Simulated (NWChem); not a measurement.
Molecule: AuH₂OCl; SMILES [OH2]->[Au][Cl]

Program: NWChem. Coordinates come from a PBE0/def2-SVP optimisation. No frequency run checked for a minimum. def2 effective core potentials on Au; no spin-orbit coupling. Ions are spin-unrestricted doublets at the neutral geometry; other ion states weren't tried.

For level PBE0/def2-SVP:

```
Quantity                               Value
-------------------------------------  -----
vertical ionisation energy, ΔSCF (eV)   9.43
−ε(HOMO) (eV)                           6.96
```

**Question.** What are these values for level PBE/def2-SVP?

**Answer.** 
- vertical ionisation energy, ΔSCF (eV) = 9.22
- −ε(HOMO) (eV) = 5.63
